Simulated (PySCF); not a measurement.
Al(CF3)(Cl)(F), CAlClF4, SMILES [F][Al]([Cl])[C](F)(F)F (B3LYP/def2-SVP optimised geometry):

```
7

Al    -0.729    -0.164     0.000
C      1.279    -0.164     0.000
F      1.793     0.694    -0.909
F      1.804    -1.378    -0.262
F      1.752     0.218     1.212
Cl    -1.804     1.617     0.000
F     -1.518    -1.617     0.027
```

Computed with B3LYP/def2-TZVP in PySCF.

Question: What are the frontier orbital energies and the dipole moment?

Answer: HOMO-2 -9.96 eV, HOMO-1 -9.89 eV, HOMO -9.37 eV, LUMO -1.83 eV, LUMO+1 -1.63 eV; dipole moment 0.89 D.

On the same geometry PBE/def2-TZVP in PySCF gives HOMO-2 -8.77 eV, HOMO-1 -8.64 eV, HOMO -8.01 eV, LUMO -2.34 eV, LUMO+1 -2.13 eV; dipole moment 0.70 D.

Meta-Löwdin charges at B3LYP/def2-TZVP: Al1 1.10, C2 0.52, F3 -0.27, F4 -0.27, F5 -0.27, Cl6 -0.29, F7 -0.52.
